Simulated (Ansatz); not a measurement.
System: CH2NO, charge 0, doublet. CH2NO (SMILES [NH]C=O, doublet).
B3LYP-D3(BJ)/def2-TZVP minimum from Ansatz (a first-principles code):
```xyz
5

N     -1.0726     0.2423     0.4370
C      0.2320     0.2797    -0.0282
O      0.9000    -0.6726    -0.3319
H     -1.7207     0.6880    -0.2209
H      0.6363     1.3187    -0.0132
```
Charge 0, spin multiplicity 2.

Wanted: atomisation energy (electronic, to ground-state atoms), in kcal/mol. Open shells are spin-unrestricted; no spin-orbit coupling. CBS(X,Y): correlation extrapolated as X^-3, Hartree-Fock from the larger set. A bracket is a step between two methods taken in the basis named. The functionals are non-relativistic, so their misses hold any scalar relativity. 'core' is core correlation in cc-pwCVTZ, 'X2C' scalar relativity in cc-pVTZ-DK, both at CCSD(T). For partners of very few electrons the exact lower level stands in for a higher one.

CCSD(T)/CBS(cc-pVTZ,cc-pVQZ) + [CCSDT(Q) - CCSD(T)]/cc-pVDZ + core + X2C (Ansatz) gives 444.6 kcal/mol.

Question: What does PBE/def2-TZVPD (Ansatz) give here, and how do the other levels compare?

Answer: PBE gives 470.7 kcal/mol, 26.1 kcal/mol above it. Differences of the others: r2SCAN/def2-TZVPD (Ansatz) 5.0; B3LYP/def2-TZVPD (Ansatz) 3.7; PBE0/def2-TZVPD (Ansatz) 4.7; wB97M-V/def2-TZVPD (Ansatz) 2.9; CCSD(T)/CBS(cc-pVTZ,cc-pVQZ) + core + X2C (Ansatz) -1.0 kcal/mol. Nearer than PBE: r2SCAN/def2-TZVPD, B3LYP/def2-TZVPD, PBE0/def2-TZVPD, wB97M-V/def2-TZVPD, CCSD(T)/CBS(cc-pVTZ,cc-pVQZ) + core + X2C.
